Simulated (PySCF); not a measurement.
r2SCAN on Cd⁺ (cadmium, charge +1)

Configuration: [Kr] 4d10 5s1, 2S determinant. Computed with PySCF 2.14 in def2-QZVPPD with the def2 core potential (28 electrons) (7s5p4d4f2g, 88 functions), with a scalar-relativistic core potential.

```json
{
 "Total energy": "-167.5094 hartree",
 "One-electron energy": "-291.0055 hartree",
 "Hartree (Coulomb) energy": "138.7915 hartree",
 "Exchange-correlation energy": "-15.2954 hartree",
 "⟨S²⟩": "0.7519",
 "⟨L²⟩": "0.000",
 "Sum of ⟨r⟩": "23.08 bohr",
 "Sum of ⟨r²⟩": "35.41 bohr²"
}
```

```csv
shell,electrons,mean orbital energy (hartree),"rms radius, mean of both spins (bohr)"
4s α,1,-4.40122,0.941
4s β,1,-4.40005,0.941
4p α,3,-2.91426,1.03
4p β,3,-2.91288,1.03
4d α,5,-0.76673,1.40
4d β,5,-0.75634,1.40
5s α,1,-0.50833,2.79
```

Energies and moments cover only the electrons outside the core potential.
